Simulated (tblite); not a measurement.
C5H4N (SMILES [c-]1ccncc1), charge -1, singlet, at a GFN2-xTB geometry; tblite 0.6.0 with GFN1-xTB with ALPB(water).

Here is a job for tblite.
```
$ tblite run mol.xyz --method gfn1 --charge -1 --spin 0 --alpb water --json tblite.json --no-restart

# file mol.xyz
10

N     -0.00257057     0.00016295     1.38395379
C      0.00286033    -0.00018132    -1.53995306
C      0.01440886     1.12439782     0.66353930
C     -0.01687418    -1.12424154     0.66374596
C     -0.01481043    -1.15986852    -0.71297161
C      0.01745938     1.15970060    -0.71318479
H      0.02606951     2.04296628     1.26508679
H     -0.03076978    -2.04266832     1.26546228
H     -0.02765064    -2.14691273    -1.19244289
H      0.03208109     2.14663188    -1.19283749
```

What the program printed (banner, timings and long lists left out):

```
xTB calculator
 | screened Coulomb repulsion
 | Coulomb electrostatics
 |  * isotropic Klopman-Ohno-Mataga-Nishimoto electrostatics
 |  * onsite third-order electrostatics
 | DFT-D3(BJ) dispersion correction
 | Interactions (3)
 | [1] alpb/gbsa reaction field model
 | [2] cds contribution to solvation
 | [3] empirical free energy shift and standard state/solvent correction

halogen bonding energy    0.0000000000000E+00 Eh
repulsion energy          2.3202090233032E-01 Eh
dispersion energy        -3.7842885526993E-03 Eh
interaction energy        1.7863593703262E-04 Eh
number of electrons       3.0000000000000E+01 e
integral cutoff           1.9731147476801E+01 bohr

------------------------------------------------------------
  cycle        total energy    energy error   density error
------------------------------------------------------------
      1     -16.01991443723  -1.6248330E+01   7.2979371E-01
      2     -16.11054367703  -9.0629240E-02   4.1645438E-01
      3     -16.11068435332  -1.4067628E-04   1.2757610E-01
      4     -16.11108453916  -4.0018584E-04   6.9725379E-03
      5     -16.11117826890  -9.3729743E-05   1.7840979E-03
      6     -16.11118011051  -1.8416080E-06   1.4481817E-04
      7     -16.11118012516  -1.4645714E-08   4.6371115E-05
      8     -16.11118012599  -8.2906482E-10   1.2682750E-05
------------------------------------------------------------

electronic energy        -1.6339595375701E+01 Eh
total energy             -1.6111180125987E+01 Eh

Post processing:
 | Mayer-Wiberg bond orders

[Info] JSON dump of results written to 'tblite.json'
```
